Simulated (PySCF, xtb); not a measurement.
CH₄MoO₂S, SMILES [CH3][Mo](=[O])(=[O])[SH], multiplicity 1. The values are those of a single conformer.

Harmonic wavenumbers (cm⁻¹) from GFN2-xTB run with xtb at its own minimum, in rising order: 98, 130, 137, 181, 192, 217, 317, 340, 486, 503, 610, 653, 904, 1008, 1275, 1431, 1456, 2327, 2894, 2903, 2946.

What does PySCF with PBE0-D3(BJ)/def2-SVP give at its own minimum? (Estimate from the structure and the level; the computed values follow.)

138, 147, 165, 200, 227, 296, 318, 426, 562, 604, 628, 670, 1046, 1071, 1190, 1388, 1397, 2696, 3044, 3164, 3165. Paired by order, the mean absolute difference is 91 cm⁻¹ and the zero-point energies are 30.0 and 32.2 kcal/mol.
